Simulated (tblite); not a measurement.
Me2SiCl2, C2H6Cl2Si.
SMILES: `C[Si](C)(Cl)Cl`

Level: GFN2-xTB in tblite, geometry and Hessian alike; calculated harmonic values, unscaled, isolated species. Errors from tens to a few hundred cm⁻¹ against measured bands are possible.

Harmonic wavenumbers (cm⁻¹): 95.8, 108.0, 128.9, 134.9, 180.2, 186.9, 195.0, 421.9, 487.0, 703.1, 756.6, 811.4, 832.1, 853.4, 854.1, 1376.3, 1378.7, 1468.8, 1469.3, 1472.7, 1473.2, 3034.7, 3037.3, 3045.8, 3048.1, 3048.7, 3051.0.

A = 2512, B = 1831, C = 1622 MHz; mass 127.962 u (most abundant isotopes); point group C2v, symmetry number 2.

What is the zero-point energy?

½Σν̃ = 16827 cm⁻¹ = 48.11 kcal/mol.

Give the ideal-gas entropy at 298.15 K and 1 bar in the rigid-rotor, harmonic-oscillator model (classical rotation).

Translation 40.48, rotation 26.78, vibration 22.38: S = 89.6 cal/(mol K).

And Cp and H(298.15 K) − H(0)?

Cp = 28.43 cal/(mol K), of which vibrations give 20.48 (their classical limit is 27 R = 53.7); H(298.15 K) − H(0) = 5.88 kcal/mol without the zero-point energy, 3.51 from vibrations.

What must be added to the electronic energy to get the Gibbs energy at 298.15 K and 1 bar?

ZPE + [H(298.15 K) − H(0)] − T·S = 48.11 + 5.88 − 26.73 = 27.26 kcal/mol.

How do the functions run with temperature in this model?

```csv
T (K),S (cal/(mol K)),Cp (cal/(mol K)),H − H(0) (kcal/mol),G − H(0) (kcal/mol),ln q(vib)
50,54.6,12.1,0.46,-2.27,0.17
100,65.0,17.9,1.22,-5.27,1.07
373.15,96.4,31.7,8.14,-27.83,6.78
500,106.3,36.4,12.47,-40.70,9.05
750,122.4,43.1,22.45,-69.38,13.01
1000,135.5,47.7,33.83,-101.67,16.48
```

q(vib) and H(0) count from the zero-point level.

Hindered rotation and anharmonicity are outside this model.

Hardware: x86-64 server, one thread (shared host). This covers the Hessian and the dipole derivatives.
